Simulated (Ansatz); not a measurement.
A structure relaxed at PBE0-D4/def2-TZVP, charge 0, multiplicity 1:

Cartesian coordinates in Å:
```
Si -0.234 -0.561 0.696
O -0.570 -0.320 -0.906
Ge -0.092 0.776 -2.208
Cl 1.338 2.046 -1.102
H -1.051 -1.715 1.148
H 1.206 -0.868 0.884
H -0.595 0.642 1.488
```

(1) Give its formula and SMILES.

(2) Point group (tolerance 0.08 Å, 0.16 Å for H)?

(3) Summarise the bond lengths by kind.

Answers

(1) ClGeH3OSi, `[SiH3][O][Ge][Cl]`.

(2) Cs.

(3) 1 × O–Si 1.655 Å; 3 × H–Si 1.484 Å; 1 × Ge–O 1.768 Å; 1 × Cl–Ge 2.210 Å.

Results of the Gaussian-basis code of Ansatz.
